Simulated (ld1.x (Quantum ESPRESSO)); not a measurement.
**Before and after: TM potential for phosphorus (P)**

ld1.x (Quantum ESPRESSO) 7.5 input, shortened:

```
&input
   title='P', zed=15., rel=2, dft='PBESOL', iswitch=3,
   config='[Ne] 3s2 3p3', rel_dist='average'
 /
 &inputp
   pseudotype=2, tm=.true., lloc=-1, rcloc=1.50,
   nlcc=.true., new_core_ps=.true., rcore=1.30
 /
2
3S  1  0   2.00   0.00  1.60  1.60  0.0
3P  2  1   3.00   0.00  1.75  1.75  0.0
 &test
   configts(1)='3s2 3p3'
 /
```

Open shells are filled in proportion to 2j + 1 (rel_dist='average').

Change: local potential all-electron potential smoothed inside 1.24 bohr (lloc = -1).

Cutoffs: the cutoffs (Ry, on a coarse ladder) from which the occupation-weighted sum of valence levels, in a spherical-Bessel basis at the reference potential, stays within 10 and 1 mRy of its value at 400 Ry; they do not see the model core or the augmentation charge, which bear on the density cutoff. Errors are all-electron minus pseudo energies relative to the spin-unpolarised reference configuration.

Problem. How do hardness, ghosts and transferability respond?

Solution. The potential gets neither clearly harder nor softer (21 Ry and 50 Ry → 21 Ry and 50 Ry); the errors of the 7 common tests hardly move; neither file shows a bound ghost.

| quantity | base | changed |
| --- | --- | --- |
| cutoff, loose | 21 Ry | 21 Ry |
| cutoff, tight | 50 Ry | 50 Ry |
| bound ghosts | none | none |
| error for 3s2 3p2, meV [ΔE 9.70 eV] | +4.4 | +4.6 |
| error for 3s2 3p1, meV [ΔE 28.81 eV] | +29 | +31 |
| error for 3s2 3p0, meV [ΔE 58.52 eV] | +99 | +103 |
| error for 3s2 3p2.5, meV [ΔE 3.76 eV] | +0.8 | +0.9 |
| error for 3s1 3p0, meV [ΔE 110.43 eV] | +221 | +229 |
| error for 3s1 3p3, meV [ΔE 18.79 eV] | +6.3 | +6.7 |
| error for 3s1 3p4, meV [ΔE 8.51 eV] | -1.0 | -1.0 |
| s: phases at 1.89 bohr within 0.05 rad from the reference energy up to (Ry; the scan ends near 5) | 2.4 | 2.2 |
| p1/2: phases at 1.89 bohr within 0.05 rad from the reference energy up to (Ry; the scan ends near 5) | 4.4 | 4.3 |
| p3/2: phases at 1.89 bohr within 0.05 rad from the reference energy up to (Ry; the scan ends near 5) | 4.3 | 4.2 |
